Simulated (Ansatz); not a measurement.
C₃H₇GaO, SMILES `C=[C](O)[GaH][CH3]`. Total charge 0; spin multiplicity 1.

Cartesian coordinates in Å:
```
C 1.867 1.215 -0.495
C 0.753 0.487 -0.622
O 0.223 0.142 -1.829
Ga -0.228 -0.158 0.963
C -1.869 -1.216 0.776
H 2.430 1.584 -1.352
H 2.248 1.461 0.488
H 0.771 0.501 -2.538
H 0.395 0.241 2.350
H -2.721 -0.657 1.174
H -1.800 -2.142 1.351
H -2.070 -1.458 -0.268
```

Q: What are the harmonic wavenumbers in cm⁻¹ at PBE0-D4/def2-TZVP (Ansatz, finite differences of forces, unscaled)? (Estimate.)

A: The calculation gave: 27, 53, 100, 250, 321, 327, 435, 489, 570, 593, 599, 697, 750, 775, 861, 991, 1154, 1223, 1343, 1425, 1444, 1450, 1651, 1957, 3049, 3114, 3125, 3155, 3241, 3769.

Q: Is this a minimum?

A: Yes, all 30 modes are real.

Q: Give the ideal-gas thermochemistry at 298.15 K and 1 bar (rigid rotor, harmonic oscillator; point group C1, symmetry number 1).

A: Zero-point energy 232.9 kJ/mol; H(298) − E = 256.4 kJ/mol; entropy 377.8 J/(mol·K), of which translation 169.4, rotation 113.4, vibration 95.0; G(298) − E = 143.8 kJ/mol. Modes under 100 cm⁻¹ are hindered rotations or soft bends, so the harmonic entropy is rough.

Q: And at 400, 500, 600, 800 and 1000 K?

A: 
```json
{"T (K)": "400", "H − E (kJ/mol)": "269.9", "S (J/mol/K)": "416.6", "G − E (kJ/mol)": "103.3"}
{"T (K)": "500", "H − E (kJ/mol)": "285.3", "S (J/mol/K)": "450.7", "G − E (kJ/mol)": "59.9"}
{"T (K)": "600", "H − E (kJ/mol)": "302.2", "S (J/mol/K)": "481.6", "G − E (kJ/mol)": "13.3"}
{"T (K)": "800", "H − E (kJ/mol)": "340.1", "S (J/mol/K)": "535.8", "G − E (kJ/mol)": "-88.6"}
{"T (K)": "1000", "H − E (kJ/mol)": "381.8", "S (J/mol/K)": "582.3", "G − E (kJ/mol)": "-200.6"}
```

Q: Rotational constants (cm⁻¹)?

A: 0.2079, 0.07154, 0.05375.
